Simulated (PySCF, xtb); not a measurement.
C₃H₄BrF, SMILES C/C(F)=C\Br.

GFN2-xTB (xtb) at its own geometry gives an orbital gap of 4.36 eV and a dipole moment of 1.68 D.

The structure is a stationary point at B3LYP-D3(BJ)/def2-SVP.

### Question
What does CAM-B3LYP/def2-TZVP run with PySCF give? (Estimate from the structure and the level; the computed values follow.)

### Answer
gap 9.47 eV (levels -8.36 and 1.11 eV), dipole 0.99 D.
